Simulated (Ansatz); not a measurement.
Computed with Ansatz on PBE0-D4/def2-TZVP structures; ΔE is electronic, products minus reactants. CBS: MP2 limit from def2 TZ/QZ plus the TZ coupled-cluster correction, frozen cores. This one scheme is used for every species. DFT in def2-TZVPP. B3LYP here is the variant with VWN-RPA as its local correlation; programs differ in this. def2 core potentials past Kr. For Te outer-core shells are correlated without core-valence functions, which leaves a few kJ/mol of doubt a bond. Each species was taken in one conformer, which may not be the lowest.

Reaction (substitution at a C–C bond): `O=CC[SiH2]O` + H₂Te → `O[SiH2]C[TeH]` + `C=O`

`O=CC[SiH2]O`:

```xyz
11

O     1.331   -1.418   -0.728
C     0.138   -1.251   -0.834
C    -0.509    0.084   -0.807
Si   -0.266    0.801    0.936
O     1.341    0.811    1.242
H    -0.537   -2.128   -0.908
H     0.030    0.769   -1.469
H    -1.563    0.043   -1.086
H    -1.024   -0.035    1.905
H    -0.777    2.192    0.982
H     1.836    0.132    0.766
```

H₂Te:

```xyz
3

Te   -0.010   -0.546    0.553
H     0.959    0.752    0.215
H    -0.949   -0.206   -0.768
```

`O[SiH2]C[TeH]`:

```xyz
10

O     0.678    1.621    0.876
Si   -0.265    0.969   -0.303
C     0.325   -0.751   -0.738
Te    0.393   -1.965    1.039
H     0.837    1.045    1.631
H    -0.152    1.890   -1.461
H    -1.691    0.858    0.113
H     1.358   -0.731   -1.094
H    -0.287   -1.260   -1.482
H    -1.196   -1.676    1.419
```

`C=O`:

```xyz
4

C     0.005   -0.001   -0.002
O    -1.106    0.175    0.404
H     0.720    0.835   -0.137
H     0.381   -1.010   -0.265
```

```csv
level,ΔE (kcal/mol)
PBE-D4,8.5
ωB97X-V,8.9
PBE0,9.4
B3LYP,9.1
HF/def2-TZVPP,9.4
CCSD/def2-TZVPP,7.2
CCSD(T)/def2-TZVPP,6.8
SCS-MP2/def2-QZVPP,4.7
```

(1) What does CCSD(T)/CBS give? (An estimate is asked.)

Largest T1 diagnostic among the species: 0.015.

## Answers

(1) The calculation gave: +5.4 kcal/mol. The listed levels differ from it by 3.1, 3.5, 4.0, 3.7, 4.0, 1.8, 1.4, -0.7 kcal/mol.

In def2-TZVPP, CCSD(T) changes the Hartree–Fock value by −2.6 kcal/mol (the triples alone add −0.4 kcal/mol) and MP2 by −3.8 kcal/mol. The D4 term adds −1.2 kcal/mol with B3LYP and −0.6 kcal/mol with PBE0; it sums over pairs of atoms, weighted by their polarisabilities, and B3LYP, whose exchange is more repulsive, gets the larger term.
